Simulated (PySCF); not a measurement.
Zr(Cl)2(NH2)(Me) (CH₅Cl₂NZr), SMILES [CH3][Zr]([NH2])([Cl])[Cl], multiplicity 1.

Geometry: PBE-D3(BJ)/def2-SVP. The multiplicity is an assumed one; no other spin state was optimised. The structure was generated by enumeration; whether it is a known compound was not checked. The def2 effective core potentials stand for the cores of Zr; spin–orbit coupling is left out. Other conformers were not sampled.

Calculation: PBE0/def2-TZVP in PySCF.

Gas-phase values at a fixed geometry.

| Quantity | Value |
|---|---|
| total energy | -1063.16619 hartree |
| point group | Cs |
| highest occupied level | -7.91 eV |
| lowest empty level | -1.78 eV |
| orbital gap | 6.12 eV |
| dipole moment | 2.66 D |
| quadrupole, principal values (traceless, Buckingham form, about the centre of nuclear charge) | -6.82, -3.22, 10.04 D·Å |
| mean static polarisability | 88.0 bohr³ (13.04 Å³) |
| polarisability, principal values | 83.8, 88.1, 92.0 bohr³ |
